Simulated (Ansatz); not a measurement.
Geometry optimisation, Ansatz 0.2.0, RKS BLYP/STO-3G.

input.yaml

```yaml
crystal:
  periodic: [false, false, false]
  atoms:
    - { symbol: Si, position_ang: [0.0, 0.0, 0.0] }
    - { symbol: O, position_ang: [0.0, 0.0, 1.68] }
    - { symbol: Si, position_ang: [-1.3147, -0.4067, 2.6436] }
    - { symbol: H, position_ang: [-2.239, -1.2403, 1.8804] }
    - { symbol: H, position_ang: [-0.8506, -1.1432, 3.8157] }
    - { symbol: H, position_ang: [-1.9987, 0.8095, 3.0733] }
    - { symbol: "N", position_ang: [1.7163, 0.0, -0.6061] }
    - { symbol: C, position_ang: [2.4072, -1.273, -0.8567] }
    - { symbol: H, position_ang: [1.7433, -1.947, -1.4373] }
    - { symbol: H, position_ang: [3.3364, -1.083, -1.4334] }
    - { symbol: H, position_ang: [2.6645, -1.7518, 0.1112] }
    - { symbol: C, position_ang: [2.4114, 1.273, -0.8449] }
    - { symbol: H, position_ang: [3.0382, 1.1875, -1.757] }
    - { symbol: H, position_ang: [1.6647, 2.0824, -0.9844] }
    - { symbol: H, position_ang: [3.0569, 1.5118, 0.0259] }
    - { symbol: H, position_ang: [-0.6877, 1.1914, -0.4862] }
    - { symbol: "N", position_ang: [-0.8572, -1.4851, -0.6061] }
    - { symbol: H, position_ang: [-1.3922, -2.1014, 0.0704] }
    - { symbol: H, position_ang: [-0.8219, -1.7344, -1.6357] }
basis:
  gaussian: { orbitals: STO-3G }
hamiltonian:
  xc: blyp
relax:
  f_tol: 0.02
  max_steps: 40
output:
  orbitals: {}
```

Launched with:

```bash
$ ansatz run input.yaml --threads 1 --pin off --max-ram 2048MiB --backend cpu --events-out ev --progress --plain --runs-dir out
```

Problem. Where does it end, and by what steps?

Solution. It converged. Limits of this set-up: minimal basis. After 26 steps the energy has fallen by 0.801 eV; H19 moved furthest, 1.22 Å.

```tsv
step	energy less start (eV)	largest force component (eV/Å)	accepted
0	0.0000	3.375	yes
1	-0.3956	1.052	yes
2	-0.5069	0.414	yes
3	-0.5635	0.549	yes
4	-0.6076	0.393	yes
5	-0.6624	1.333	yes
6	-0.7077	1.351	yes
7	-0.7296	0.465	yes
8	-0.7741	0.160	yes
9	-0.7832	0.169	yes
10	-0.7877	0.066	yes
11	-0.7895	0.042	yes
12	-0.7913	0.070	yes
13	-0.7925	0.075	yes
14	-0.7940	0.089	yes
15	-0.7951	0.084	yes
16	-0.7961	0.120	yes
17	-0.7970	0.103	yes
18	-0.7982	0.074	yes
19	-0.7993	0.055	yes
20	-0.7999	0.076	yes
21	-0.8004	0.062	yes
22	-0.8007	0.043	yes
23	-0.8011	0.033	yes
24	-0.8012	0.034	yes
25	-0.8013	0.032	yes
26	-0.8014	0.017	yes
```

```xyz
19
Properties=species:S:1:pos:R:3
Si -0.052 0.097 -0.076
O 0.196 -0.125 1.598
Si -1.158 -0.614 2.539
H -1.476 -2.033 2.386
H -0.751 -0.394 3.922
H -2.370 0.164 2.285
N 1.518 -0.062 -0.925
C 2.327 -1.303 -0.594
H 1.669 -2.199 -0.653
H 3.145 -1.427 -1.340
H 2.797 -1.286 0.423
C 2.415 1.161 -0.886
H 3.225 1.054 -1.644
H 1.816 2.063 -1.142
H 2.906 1.339 0.107
H -0.562 1.424 -0.417
N -1.289 -1.091 -0.602
H -0.846 -2.047 -0.754
H -1.635 -0.831 -1.574
```

Whether the end is a true minimum wasn't checked by a vibrational analysis.

Run time: 2.3 min on 1 thread of Arm Neoverse V2, on a shared host, peak memory 0.17 GiB.
